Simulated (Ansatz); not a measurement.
The cluster Al₃B⁻ was relaxed with B3LYP-D4 (def2-TZVPD) in Ansatz in these states: charge -1 doublet, charge -1 quartet. The geometries follow in no particular order.

A:

```xyz
4

B    -0.213   -0.055   -0.165
Al   -0.036    1.856   -0.904
Al   -0.565   -0.051    1.780
Al    0.814   -1.751   -0.710
```

B:

```xyz
4

B    -0.314    0.542   -0.286
Al   -0.224    1.212    1.650
Al    0.642   -1.131    0.596
Al   -0.103   -0.623   -1.960
```

Task: Judge from the bond lengths which geometry belongs to which state (an estimate).

Result: A is the charge -1 doublet (B1–Al3 1.977 Å, B1–Al4 2.056 Å, B1–Al2 2.056 Å); B is the charge -1 quartet (B1–Al3 2.120 Å, B1–Al4 2.051 Å, B1–Al2 2.051 Å).

At PBE0-D4/def2-TZVPD a doublet lies 0.18 eV below the charge -1 quartet. These are the stationary points nearest to one start from a short search; other shapes may lie lower in each state.
